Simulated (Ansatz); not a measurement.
System: sum formula H3BPO2 (charge -1, singlet). It need not be the lowest isomer of its formula. Whether it binds its extra electron was not tested at this geometry. 
Geometry from a B3LYP-D3(BJ)/def2-TZVP (Ansatz, a first-principles code) optimisation:
SMILES: OB(O)[PH-]
```xyz
7

O     -0.2591     1.4676     0.7872
B     -0.2931     0.2169     0.1471
O     -1.6253    -0.2743     0.0552
P      1.1438    -0.7593    -0.5293
H     -1.1642     1.7073     1.0200
H     -1.6086    -1.1276    -0.3863
H      2.1575     0.1788    -0.1688
```
Charge -1, spin multiplicity 1.

Basis-set convergence of Hartree-Fock and CCSD correlation energies (hartree) with Ansatz. Cores are frozen in the correlated levels unless marked. No spin-orbit coupling. No relativistic terms. This anion needs diffuse functions, which these sets lack.

```csv
basis,functions,E(HF),"E(corr, CCSD)"
cc-pV(D+d)Z,80,-517.00809,-0.61468
cc-pV(T+d)Z,171,-517.08715,-0.76989
cc-pV(Q+d)Z,319,-517.10826,-0.82090
cc-pV(5+d)Z,538,[?],[?]
```

Question: What belongs in the gaps?

Answer: 
- cc-pV(5+d)Z, E(HF): -517.11353
- cc-pV(5+d)Z, E(corr, CCSD): -0.83850
